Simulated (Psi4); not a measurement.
Br₂Zn, charge -1, doublet, at a GFN2-xTB geometry (such geometries of metal compounds can be far from the true shape) (a state made from the parent by changing its charge; the spin is typed, not shown lowest) (a gas-phase anion, which may not be bound at this level); HF/6-31G* run with Psi4 1.11.

The Psi4 input:
```
memory 2 GB

molecule {
-1 2
Zn   -0.44726896   -0.63134001   -0.74342448
Br   -0.03145420    2.05256578   -1.06046508
Br    0.41482759   -1.51141719    1.69768606
}

set {
  basis 6-31g*
  reference uhf
}

energy('scf')
print_variables()
```

What the program printed (banner, timings and long lists left out):

```
   => Loading Basis Set <=

    Name: 6-31G*
    Role: ORBITAL
    Keyword: BASIS

         ---------------------------------------------------------
                                   SCF
               by Justin Turney, Rob Parrish, Andy Simmonett
                          and Daniel G. A. Smith
                              UHF Reference
         ---------------------------------------------------------

  ==> Geometry <==

    Molecular point group: cs
    Full point group: Cs

    Geometry (in Angstrom), charge = -1, multiplicity = 2:

       Center              X                  Y                   Z               Mass
    ------------   -----------------  -----------------  -----------------  -----------------
         ZN           0.873762385119    -0.653266582421     0.000000000000    63.929142010000
         BR           1.001956096191     2.078094491974     0.000000000000    78.918337600000
         BR          -1.709762181570    -1.548904782864     0.000000000000    78.918337600000

  Running in cs symmetry.

  Rotational constants: A =      0.15768  B =      0.02083  C =      0.01840 [cm^-1]
  Rotational constants: A =   4727.21280  B =    624.50300  C =    551.62843 [MHz]
  Nuclear repulsion =  549.552089576528601

  Charge       = -1
  Multiplicity = 2
  Electrons    = 101
  Nalpha       = 51
  Nbeta        = 50

  ==> Algorithm <==

  SCF Algorithm Type is DF.
  DIIS enabled.
  MOM disabled.
  Fractional occupation disabled.
  Guess Type is SAD.
  Energy threshold   = 1.00e-06
  Density threshold  = 1.00e-06
  Integral threshold = 1.00e-12

  ==> Primary Basis <==

  Basis Set: 6-31G*
    Blend: 6-31G*
    Number of shells: 36
    Number of basis functions: 109
    Number of Cartesian functions: 109
    Spherical Harmonics?: false
    Max angular momentum: 3

   => Loading Basis Set <=

    Name: (6-31G* AUX)
    Role: JKFIT
    Keyword: DF_BASIS_SCF

  ==> Integral Setup <==

  SCF_SUBTYPE=INCORE selected. In-core MEM_DF algorithm will be used.
  Using in-core AOs.

  ==> MemDFJK: Density-Fitted J/K Matrices <==

    J tasked:                   Yes
    K tasked:                   Yes
    wK tasked:                   No
    Algorithm:                 Core
    Schwarz Cutoff:           1E-12
    Mask sparsity (%):      14.7799
    Fitting Condition:        1E-10

   => Auxiliary Basis Set <=

  Basis Set: (6-31G* AUX)
    Blend: CC-PVDZ-JKFIT + DEF2-UNIVERSAL-JKFIT
    Number of shells: 152
    Number of basis functions: 795
[...]
   @DF-UHF iter  11: -6920.51597925095484   -1.83334e-07   1.12271e-06 DIIS
   @DF-UHF iter  12: -6920.51597927905368   -2.80988e-08   3.23852e-07 DIIS
  Energy and wave function converged.

  ==> Post-Iterations <==

   @Spin Contamination Metric:   3.994198498E-03
   @S^2 Expected:                7.500000000E-01
   @S^2 Observed:                7.539941985E-01
   @S   Expected:                5.000000000E-01
   @S   Observed:                5.000000000E-01

    Orbital Energies [Eh]
    ---------------------

    Alpha Occupied:

[...]
    Alpha Virtual:

[...]
      77Ap    92.555554

    Beta Occupied:

[...]
    Beta Virtual:

[...]
    Final Occupation by Irrep:
             Ap   App
    DOCC [    36,   14 ]
    SOCC [     1,    0 ]
    NA   [    37,   14 ]
    NB   [    36,   14 ]

  @DF-UHF Final Energy: -6920.51597927905368

   => Energetics <=

    Nuclear Repulsion Energy =            549.5520895765286014
    One-Electron Energy =              -10763.0105859617506212
    Two-Electron Energy =                3292.9425171061675428
    Total Energy =                      -6920.5159792790536812

  UHF NO Occupations:
  HONO-2 :   35 Ap 1.9997153
  HONO-1 :   36 Ap 1.9986930
  HONO-0 :   37 Ap 1.0000000
  LUNO+0 :   38 Ap 0.0013070
  LUNO+1 :   39 Ap 0.0002847
  LUNO+2 :   15App 0.0002018
  LUNO+3 :   40 Ap 0.0000924

Computation Completed

Properties will be evaluated at   0.000000,   0.000000,   0.000000 [a0]

Properties computed using the SCF density matrix

 Multipole Moments:

 ------------------------------------------------------------------------------------
     Multipole            Electronic (a.u.)      Nuclear  (a.u.)        Total (a.u.)
 ------------------------------------------------------------------------------------

 L = 1.  Multiply by 2.5417464519 to convert [e a0] to [Debye]
 Dipole X            :         -1.8543048            2.7205604            0.8662556
 Dipole Y            :          1.3863671           -2.0340212           -0.6476541
 Dipole Z            :          0.0000000            0.0000000            0.0000000
 Magnitude           :                                                    1.0815982

 ------------------------------------------------------------------------------------

  Variable Map:
  ----------------------------------------------------------------------------
[...]
  Array Variable Map:
  ----------------------------------------------------------------------------
[...]
[...]
```
